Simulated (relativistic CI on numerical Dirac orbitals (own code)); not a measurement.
# Hyperfine structure of Nd XLIII, mass number 143

Calculated at this level of theory: Dirac-Coulomb-Breit CI, orbitals from a KLI potential per configuration, a model potential for QED, unscaled Slater integrals (own radial code, finite nucleus).

CI space (outside the closed core [Ne]): 3s2 3p6, 3s2 3p5 3d, 3s 3p6 3d, 3s2 3p5 4s, 3s2 3p5 4p, 3s2 3p5 4d, 3p6 3d 4p, 3s 3p6 4s, 3p6 3d2, 3p5 3d3, 3p5 3d2 4s, 3p5 3d2 4p, 3p5 3d2 4d, 3p6 3d 4s, 3p5 3d 4s2, 3p5 3d 4s 4p, 3p5 3d 4s 4d. Double excitations out of closed p, d and f shells are left out; levels of such configurations are missing from the list, as are those of other unlisted configurations, and high levels can miss mixing partners.

Nuclear spin I = 7/2, μ = -1.065 μN, Q = -0.61 b (tables of Stone and Pyykkö). The electronic factors are computed for point nuclear moments, without core polarisation or the Bohr-Weisskopf and QED corrections.

| Level | E (eV) | A (GHz) | B (GHz) |
| --- | --- | --- | --- |
| 3s2 3p5 3d 3P°_1 | 187.338 | -18.27 | -29.8 |
| 3s2 3p5 3d 3F°_3 | 192.508 | -22.67 | 97.6 |
| 3s2 3p5 3d 3D°_2 | 195.375 | -22.5 | 9.3 |
| 3s2 3p5 3d 3F°_4 | 215.619 | -15.14 | 90.8 |
| 3s2 3p5 3d 3D°_3 | 228.731 | -13.29 | -42 |
| 3s2 3p5 3d 3F°_2 | 316.294 | -64.44 | -30 |
| 3s2 3p5 3d 1P°_1 | 349.740 | 32.75 | -6.83 |
| 3s 3p6 3d 3D_1 | 476.442 | 150.3 | -10.2 |

Levels with J = 0, under 50 % of one LS term, or S terms without an open s electron are left out. Small factors come from cancelling terms and can be off by tens of per cent or more.

At this charge energies of transitions that change n are usually good to better than 1 %, and those within a shell (Δn = 0) to a few per cent.

Question: Give the hyperfine levels of 3s2 3p5 3d 3F°_3 relative to its centre of gravity.

Answer: With K = F(F + 1) − I(I + 1) − J(J + 1), E = AK/2 + B[¾K(K + 1) − I(I + 1)J(J + 1)]/[2I(2I − 1)J(2J − 1)]: F = 1/2: 358.4, F = 3/2: 306.9, F = 5/2: 225.9, F = 7/2: 122.1, F = 9/2: 5.428, F = 11/2: -111.6, F = 13/2: -213.7 GHz.

LS names give the leading component of a level, which can be under half, so a name can repeat, a term be missing and a line seem to break the LS rules.
